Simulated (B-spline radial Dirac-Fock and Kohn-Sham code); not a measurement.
## Binding energies of Lu⁶³⁺ at several levels of theory

System: Lu⁶³⁺ in the configuration [He] 2s2 2p4.

The density-functional columns are spherical, spin-unpolarised Dirac-Kohn-Sham results without Breit or QED terms: −ε is minus the orbital energy of the initial state and ΔSCF the difference of two total energies. The reference in the last column comes from ΔSCF Dirac-Fock with Breit, self-energy and vacuum polarisation, finite nucleus, configuration average. All numbers are from an atomic code on a B-spline grid, in eV; a selection of levels is shown. The Kohn-Sham columns are given as differences from the reference. For the 1s level of heavy atoms much of the gap between ΔSCF and the reference is the Breit and QED part, -285.3 eV here; for other levels the error of the functional can be larger.

| level | LDA −ε − DF | LDA ΔSCF − DF | Dirac-Fock |
| --- | --- | --- | --- |
| K (1s) | -297.2 | +292.8 | 69546.5 |
| L1 (2s) | -139.9 | +6.7 | 16409.7 |
| L2,3 (2p) | -139.7 | +27.0 | 15279.1 |

Values without a named source are computed, but for edge energies of neutral atoms, which are taken from tables.
